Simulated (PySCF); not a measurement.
## Shapes and spin states of IrN₂⁺

Level of theory: PBE0 in PySCF with Ir def2-TZVP with ECP60, N def2-TZVP; scalar-relativistic core potentials, no spin–orbit coupling; density-fitted integrals.

Relaxations began from a few typed shapes and spin states; open shells are unrestricted. The search is not exhaustive: other isomers or separated fragments can lie lower, and high-lying points may rest on an excited occupation.

Question: Which is the lowest minimum found?
A. singlet (closed shell, unstable to spin polarisation) C2v: Ir–N 2.038 Å (×2), N–N 1.140 Å; Ir–N–N 73.8° (×2), N–Ir–N 32.5°
B. triplet C2v: Ir–N 2.153 Å (×2), N–N 1.122 Å; Ir–N–N 74.9° (×2), N–Ir–N 30.2°
C. broken-symmetry Ms = 0 (⟨S²⟩ 0.98) C∞v: Ir–N 1.887 Å, N–N 1.097 Å; Ir–N–N 180.0°
D. singlet (closed shell, unstable to spin polarisation) D∞h: Ir–N 1.653 Å (×2); N–Ir–N 180.0°
E. singlet (closed shell, unstable to spin polarisation) C∞v: Ir–N 1.851 Å, N–N 1.100 Å; Ir–N–N 180.0°
F. triplet C∞v: Ir–N 1.897 Å, N–N 1.097 Å; Ir–N–N 180.0°
G. broken-symmetry Ms = 0 (⟨S²⟩ 0.99) C2v: Ir–N 2.128 Å (×2), N–N 1.124 Å; Ir–N–N 74.7° (×2), N–Ir–N 30.6°

Answer: F. The others lie at 26.4 (broken-symmetry Ms = 0 C∞v), 100.6 (triplet C2v), 110.8 (singlet C∞v), 132.4 (broken-symmetry Ms = 0 C2v), 223.0 (singlet C2v), 739.0 (singlet D∞h) kJ/mol above it.

For the lowest minimum: open d and f shells are described by one determinant, and the ground state may have another occupation or spin. No spin–orbit coupling is included, which matters more the heavier the element.

The electron or spin density has lower symmetry than the nuclear frame for the broken-symmetry Ms = 0 (⟨S²⟩ 0.98) C∞v at 26.4 kJ/mol.
